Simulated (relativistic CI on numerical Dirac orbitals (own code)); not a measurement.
# Energy levels of Er LIV

Calculated at this level of theory: Dirac-Coulomb-Breit CI, separate exchange-only KLI orbitals for each configuration, QED by a radiative potential, unscaled Slater integrals (own radial code, finite nucleus).

CI space (outside the closed core [Ne]): 3s²3p³, 3s3p⁴, 3s²3p²3d, 3p⁵, 3s3p³3d, 3p⁴3d, 3s3p²3d², 3s²3p3d4p, 3p⁴4s, 3s3p²3d4s, 3s²3p²4s, 3p⁴4p, 3s²3p3d², 3s²3d³, 3s3p3d³, 3s²3d²4s, 3p³3d², 3p²3d³, 3p²3d²4s, 3s²3p3d4s, 3s3p3d²4s, 3s²3d4s², 3s3p²3d4p, 3s3p3d²4p, 3p²3d²4p, 3s3p3d4s4p. Double excitations out of closed p, d and f shells are left out; levels of such configurations are missing from the list, as are those of other unlisted configurations, and high levels can miss mixing partners.

The lowest level is 3s²3p³ ²P°3/2, with 47 % of that term; Hund's rules for 3s²3p³ give ⁴S° with J = 3/2, of which the calculation keeps J, while another term leads.

```csv
No.,Configuration,Term,J,E (eV),%,Next component (%),Landé g
1,3s²3p³,²P°,3/2,0.000,47,27 ²D°,1.352
2,3p²(1S)3d,²D,3/2,206.056,40,35 ⁴F,0.778
3,3s²3p³,⁴S°,3/2,224.713,54,44 ²D°,1.452
4,3s²3p³,²D°,5/2,235.732,99,1 3s3p³3d ²D°,1.188
5,3s²3p³,²P°,1/2,249.556,99,1 3s²3p3d² ²P°,0.651
6,3p²(1S)3d,²D,5/2,271.667,31,20 ⁴D,1.202
7,3s3p⁴(3P),⁴P,5/2,377.545,66,25 ²D,1.458
8,3s3p⁴(3P),²P,3/2,405.146,32,26 ²D,1.147
9,3s3p⁴(1S),²S,1/2,405.990,53,26 ⁴P,2.081
10,3p²(3P)3d,⁴F,5/2,428.888,46,46 ²F,0.956
11,3p²(3P)3d,⁴D,1/2,431.518,80,15 ²P,0.208
12,3p²(3P)3d,⁴F,3/2,431.570,33,29 ⁴D,0.907
13,3p²(1D)3d,²G,7/2,440.185,50,26 ²F,1.032
14,3p²(3P)3d,²D,5/2,467.189,35,25 ²F,1.175
15,3p²(1D)3d,²P,1/2,475.849,38,32 ⁴P,1.671
16,3s²3p³,²P°,3/2,475.964,51,28 ²D°,1.299
17,3p²(1D)3d,²D,3/2,475.987,26,23 ⁴P,1.229
18,3p²(3P)3d,⁴D,7/2,483.614,47,37 ⁴F,1.303
19,3p²(3P)3d,²P,3/2,493.625,44,23 ⁴P,1.348
20,3p²(1D)3d,²G,9/2,495.686,61,38 ⁴F,1.186
21,3p²(3P)3d,²F,5/2,497.312,35,29 ²D,1.127
22,3p²(1D)3d,²F,7/2,518.061,58,19 ²G,1.116
23,3p²(1D)3d,²D,5/2,518.073,41,32 ⁴P,1.262
24,3p²(3P)3d,²D,3/2,525.844,62,20 ²P,0.929
25,3p²(3P)3d,²P,1/2,529.354,54,35 ²S,1.232
26,3s3p³(2P°)<3P°>3d,⁴D°,5/2,578.874,29,21 ⁶D°,1.271
27,3s3p³(2P°)<3P°>3d,⁴D°,3/2,580.907,26,25 ⁶D°,1.277
28,3s3p³(2P°)<3P°>3d,⁴P°,1/2,582.590,44,32 ⁶D°,2.434
29,3s3p³(2P°)<3P°>3d,⁴F°,7/2,587.976,24,22 ⁴D°,1.269
30,3s3p³(2P°)<1P°>3d,²D°,3/2,604.937,25,20 ⁴F°,0.999
31,3s3p⁴(3P),⁴P,3/2,614.001,66,18 ²D,1.472
32,3s3p³(2P°)<1P°>3d,²F°,5/2,616.978,27,22 ⁴G°,0.873
33,3s3p³(4S°)<3S°>3d,⁴D°,1/2,620.591,44,33 ²P°,0.559
34,3s3p⁴(1D),²D,5/2,629.831,63,22 ⁴P,1.288
35,3s3p³(2P°)<3P°>3d,⁴F°,9/2,634.472,47,33 ⁶D°,1.357
36,3p3d²(3F),⁴G°,5/2,647.683,44,29 ²F°,0.779
37,3s3p⁴(3P),²P,1/2,648.441,45,28 ⁴P,1.364
38,3s3p³(4S°)<5S°>3d,⁴D°,5/2,649.344,30,25 ⁴P°,1.380
39,3s3p⁴(3P),²P,3/2,650.783,41,26 ²D,1.132
40,3s3p³(2P°)<3P°>3d,⁴D°,7/2,657.255,30,30 ²F°,1.252
41,3s3p³(2P°)<3P°>3d,²D°,3/2,658.399,31,25 ²P°,1.141
42,3s3p³(2P°)<1P°>3d,²F°,7/2,673.239,26,25 ⁴D°,1.172
43,3s3p³(2P°)<3P°>3d,²P°,1/2,680.345,44,40 ⁴D°,0.622
44,3p3d²(3P),⁴D°,1/2,685.533,38,35 ²P°,0.636
45,3s3p³(2P°)<1P°>3d,²D°,5/2,685.640,25,24 ²F°,1.084
46,3s3p³3d,⁴D°,3/2,686.613,21,18 ²P°,1.214
47,3p3d²(3F),²D°,3/2,689.907,25,23 ⁴F°,0.910
48,3p²(3P)3d,²F,7/2,694.386,47,25 ²G,1.107
49,3p²(1D)3d,²D,5/2,694.422,24,24 ²F,1.172
50,3p²(1D)3d,²D,3/2,697.445,24,23 ⁴P,1.185
51,3p²(3P)3d,⁴P,1/2,698.660,38,23 ²P,1.626
52,3p3d²(3F),⁴G°,7/2,704.248,56,15 ²G°,1.023
53,3s²3p3d²,²D°,5/2,707.742,25,19 ⁴D°,1.068
54,3p3d²(3P),⁴D°,3/2,713.607,42,24 ²D°,1.192
55,3p²(1S)3d,²D,3/2,714.135,67,9 ⁴F,0.839
56,3p3d²(3P),⁴P°,1/2,714.853,44,26 ⁴D°,1.819
57,3p3d²(1G),²H°,9/2,717.499,46,32 ²G°,1.033
58,3p²(1D)3d,²F,7/2,723.274,51,37 ⁴D,1.230
59,3p²(3P)3d,⁴F,9/2,725.398,60,38 ²G,1.237
60,3p²(3P)3d,²P,1/2,732.315,53,28 ²S,1.259
61,3p3d²(3F),⁴D°,5/2,744.760,25,20 ²D°,1.160
62,3p3d²(1G),²F°,7/2,747.329,35,23 ⁴D°,1.169
63,3p²(1S)3d,²D,5/2,752.721,76,16 ⁴D,1.200
64,3p3d²(3P),²P°,3/2,753.413,25,22 ⁴D°,1.338
65,3p²(1D)3d,²P,3/2,765.181,42,37 ²D,1.180
66,3p²(3P)3d,²D,5/2,770.274,51,27 ²F,1.168
67,3p3d²(1G),²F°,7/2,776.478,31,25 ⁴D°,1.206
68,3p3d²(3F),⁴G°,9/2,777.619,27,25 ²G°,1.117
69,3p3d²(1D),²P°,3/2,785.538,27,25 ²D°,1.332
70,3p3d²(1D),²F°,5/2,785.849,38,22 ²D°,1.099
```

Energies count from the lowest computed level; ° marks odd parity. Percentages are summed over parent terms; the parents shown are those of the largest component, closed shells are left out there, and <> holds an intermediate term.

The mean weight of the leading LS term, summed over parents, in these 70 levels is 43 %, and that of the leading jj configuration (from the same eigenvectors) 89 %, so jj coupling describes them better and the LS labels are nominal.

At this charge energies of transitions that change n are usually good to better than 1 %, and those within a shell (Δn = 0) to a few per cent.

LS names give the leading component of a level, which can be under half, so a name can repeat, a term be missing and a line seem to break the LS rules.
